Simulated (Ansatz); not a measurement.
# Ligand exchange: InH2Cl + Sn(CH3)(NH2) → InH2(NH2) + Sn(CH3)Cl

Species: InH2Cl `[Cl][InH2]`, singlet; Sn(CH3)(NH2), singlet; InH2(NH2), singlet; Sn(CH3)Cl, singlet. The partners trade Cl for NH2: In–Cl and Sn–NH2 bonds give way to In–NH2 and Sn–Cl.

Shapes, held fixed at every level: PBE0-D4/def2-TZVP. Flexible molecules stand in one conformer, not always the lowest. Programs: Ansatz 0.2.0. The zero-point and thermal change to 298 K, harmonic and unscaled (PBE0-D4/def2-TZVP), is -0.8 kJ/mol.

```tsv
level	kind	ΔH(298 K) (kJ/mol)	less CCSD(T)/def2-TZVPP	CPU time (sum over the molecules)
HF/def2-SVP	Hartree–Fock	+24.0	+4.2	–
PBE-D4/def2-TZVPP	GGA	+16.1	-3.7	14 s
PBE0-D4/def2-TZVPP	global hybrid	+17.6	-2.2	14 s
wB97M-V/def2-TZVPP	range-separated hybrid	+17.8	-2.0	55 s
wB97X-V/def2-TZVPP	range-separated hybrid	+17.8	-2.0	42 s
B2PLYP/def2-TZVPP	double hybrid	+18.0	-1.8	27 s
CCSD(T)/def2-TZVPP	coupled cluster or CI	+19.8	0.0	3.2 min
```

The highest level, CCSD(T)/def2-TZVPP, gives ΔH(298 K) = +19.8 kJ/mol; the levels span +16.1 to +24.0. The column of differences is taken from that level and isn't an error. No measured value is set beside it here. For atoms past krypton def2 sets carry core potentials with scalar relativity. Outer-core shells of In, Sn are correlated, in sets that cover them unevenly. Times are processor times on shared x86 and Arm servers, and rough.
